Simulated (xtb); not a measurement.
C₂H₉AlO₄Si (SMILES [CH3][Al]([CH3])[O][Si](O)(O)O), singlet, at a GFN2-xTB geometry (such geometries of metal compounds can be far from the true shape); xtb 6.7.1 with GFN1-xTB.

xtb was given this input:
```
$ xtb mol.xyz --gfn 1 --hess --json

# file mol.xyz
17

Al    -0.08361096     1.59059272     0.93055930
C      1.11752489     3.02428199     0.23274765
H      2.16434657     2.70498471     0.24167730
H      1.05563987     3.95047062     0.80606611
H      0.88254577     3.26911754    -0.80779408
C     -1.34209611     1.62721872     2.47896089
H     -2.36270423     1.38378647     2.16792379
H     -1.37590383     2.59633354     2.97894984
H     -1.06879980     0.88199479     3.23229515
O     -0.02580329     0.13964329     0.09061247
Si     0.06261606    -1.26432402    -0.73781197
O      1.21961170    -2.20704706    -0.10619565
O      0.41028313    -0.96727297    -2.29221237
O     -1.34768025    -2.05822347    -0.66254550
H      1.04529252    -2.63577188     0.72586984
H      1.26435372    -0.60037842    -2.49971675
H     -2.09831567    -1.69350873    -1.12069751
```

Output, abridged:

```
   ID    Z sym.   atoms
    1   13 Al     1
    2    6 C      2, 6
    3    1 H      3-5, 7-9, 15-17
    4    8 O      10, 12-14
    5   14 Si     11

           -------------------------------------------------
          |                Calculation Setup                |
           -------------------------------------------------

           -------------------------------------------------
          |                 G F N 1 - x T B                 |
           -------------------------------------------------

          ...................................................
          :                      SETUP                      :
          :.................................................:
          :  # basis functions                  62          :
          :  # atomic orbitals                  60          :
          :  # shells                           36          :
          :  # electrons                        48          :
          :  # halogen bonds                     0          :
          :  max. iterations                   250          :
          :  Hamiltonian                  GFN1-xTB          :
          :  restarted?                      false          :
          :  GBSA solvation                  false          :
          :  PC potential                    false          :
          :  electronic temp.          300.0000000     K    :
          :  accuracy                    1.0000000          :
          :  -> integral cutoff          0.2500000E+02      :
          :  -> integral neglect         0.1000000E-07      :
          :  -> SCF convergence          0.1000000E-05 Eh   :
          :  -> wf. convergence          0.2000000E-04 e    :
          :  Broyden damping             0.4000000          :
          :  net charge                          0          :
          :  unpaired electrons                  0          :
          ...................................................

 iter      E             dE          RMSdq      gap      omega  full diag
   1    -31.5649326 -0.315649E+02  0.786E+00    4.98       0.0  T
   2    -31.5733036 -0.837098E-02  0.467E+00    4.97       1.0  T
   3    -31.5521997  0.211039E-01  0.843E-01    4.97       1.0  T
   4    -31.5758141 -0.236144E-01  0.162E-01    4.97       1.0  T
   5    -31.5762347 -0.420554E-03  0.545E-02    4.96       1.0  T
   6    -31.5762531 -0.184662E-04  0.847E-03    4.96       2.9  T
   7    -31.5762535 -0.401793E-06  0.271E-03    4.96       9.0  T
   8    -31.5762538 -0.239235E-06  0.726E-04    4.96      33.4  T
   9    -31.5762538 -0.180796E-07  0.151E-04    4.96     160.1  T
  10    -31.5762538 -0.742819E-09  0.263E-05    4.96     920.7  T

   *** convergence criteria satisfied after 10 iterations ***

         :::::::::::::::::::::::::::::::::::::::::::::::::::::
         ::                     SUMMARY                     ::
         :::::::::::::::::::::::::::::::::::::::::::::::::::::
         :: total energy             -31.331208960384 Eh    ::
         :: gradient norm              0.032281127150 Eh/a0 ::
         :: HOMO-LUMO gap              4.964100974618 eV    ::
         ::.................................................::
         :: SCC energy               -31.576253797687 Eh    ::
         :: -> electrostatic           0.156591459103 Eh    ::
         :: repulsion energy           0.250995142145 Eh    ::
         :: dispersion energy         -0.005950304843 Eh    ::
         :: halogen bond corr.         0.000000000000 Eh    ::
         :: add. restraining           0.000000000000 Eh    ::
         :: total charge              -0.000000000000 e     ::
         :::::::::::::::::::::::::::::::::::::::::::::::::::::

           -------------------------------------------------
          |                Numerical Hessian                |
           -------------------------------------------------
step length          :   0.00500
SCC accuracy         :   0.30000
Hessian scale factor :   1.00000
[...]
          |             Thermodynamic Functions             |
           -------------------------------------------------

c1  symmetry found (for desy threshold:  0.10E+00) used in thermo

          ...................................................
          :                      SETUP                      :
          :.................................................:
          :  # frequencies                          40      :
          :  # imaginary freq.                       5      :
          :  linear?                             false      :
          :  only rotor calc.                    false      :
          :  symmetry                               c1      :
          :  rotational number                       1      :
          :  scaling factor                  1.0000000      :
          :  rotor cutoff                   50.0000000 cm⁻¹ :
          :  imag. cutoff                  -20.0000000 cm⁻¹ :
          :.................................................:

    mode    ω/cm⁻¹     T·S(HO)/kcal·mol⁻¹    T·S(FR)/kcal·mol⁻¹   T·S(vib)
   ------------------------------------------------------------------------
       1    102.01    -1.01831 ( 94.54%)    -0.84521 (  5.46%)    -1.00887
       2    122.38    -0.91307 ( 97.29%)    -0.79131 (  2.71%)    -0.90977
       3    145.03    -0.81586 ( 98.61%)    -0.74101 (  1.39%)    -0.81482
       4    198.89    -0.63903 ( 99.60%)    -0.64747 (  0.40%)    -0.63906
       5    208.24    -0.61390 ( 99.67%)    -0.63387 (  0.33%)    -0.61397
       6    261.86    -0.49175 ( 99.87%)    -0.56600 (  0.13%)    -0.49185
   ------------------------------------------------------------------------

   temp. (K)  partition function   enthalpy   heat capacity  entropy
                                   cal/mol     cal/K/mol   cal/K/mol   J/K/mol
 298.15  VIB   258.                 4771.245     32.779     26.997
         ROT  0.824E+06              888.752      2.981     30.052
         INT  0.213E+09             5659.998     35.760     57.049
         TR   0.182E+28             1481.254      4.968     40.951
         TOT                        7141.2516    40.7278    97.9997   410.0306

       T/K    H(0)-H(T)+PV         H(T)/Eh          T*S/Eh         G(T)/Eh
   ------------------------------------------------------------------------
    298.15    0.113803E-01    0.124285E+00    0.465628E-01    0.777222E-01
   ------------------------------------------------------------------------

         :::::::::::::::::::::::::::::::::::::::::::::::::::::
         ::                  THERMODYNAMIC                  ::
         :::::::::::::::::::::::::::::::::::::::::::::::::::::
         :: total free energy         -31.253486799966 Eh   ::
         ::.................................................::
         :: total energy              -31.331208960389 Eh   ::
         :: zero point energy           0.112904657405 Eh   ::
         :: G(RRHO) w/o ZPVE           -0.035182496983 Eh   ::
         :: G(RRHO) contrib.            0.077722160423 Eh   ::
         :::::::::::::::::::::::::::::::::::::::::::::::::::::
imag cut-off (cm-1) :    5.00
 found            5  significant imaginary frequencies
 writing imag mode distorted coords to xtbhess.xyz
 for further optimization.

           -------------------------------------------------
          | TOTAL ENERGY              -31.331208960389 Eh   |
          | TOTAL ENTHALPY            -31.206923994192 Eh   |
          | TOTAL FREE ENERGY         -31.253486799966 Eh   |
          | GRADIENT NORM               0.032281272071 Eh/α |
          | HOMO-LUMO GAP               4.964101040353 eV   |
           -------------------------------------------------
########################################################################
[WARNING] Runtime exception occurred
-1- hessian_numhess: Hessian on incompletely optimized geometry!
########################################################################

normal termination of xtb
```
